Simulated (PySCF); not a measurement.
C2H4AlBr, SMILES C=[CH][AlH][Br].

Geometry: TPSSh-D3(BJ)/def2-SVP. The structure was generated by enumeration; whether it is a known compound was not checked. The values are those of a single conformer.

Method: PySCF with r2SCAN/def2-TZVP.

Symmetry labels are those of the subgroup Cs that the program uses (full group Cs).

Task: List the valence orbital energies around the gap with their symmetry. (An estimate is asked for; the answer gives what the named calculation found.)

Result: 
| orbital | symmetry | energy (eV) |
|---|---|---|
| HOMO−7 | A' | -12.01 |
| HOMO−6 | A' | -10.75 |
| HOMO−5 | A' | -9.92 |
| HOMO−4 | A' | -8.42 |
| HOMO−3 | A' | -7.87 |
| HOMO−2 | A" | -7.83 |
| HOMO−1 | A" | -7.42 |
| HOMO | A' | -7.15 |
| LUMO | A" | -2.35 |
| LUMO+1 | A" | -0.49 |
| LUMO+2 | A' | -0.23 |
| LUMO+3 | A' | 0.69 |
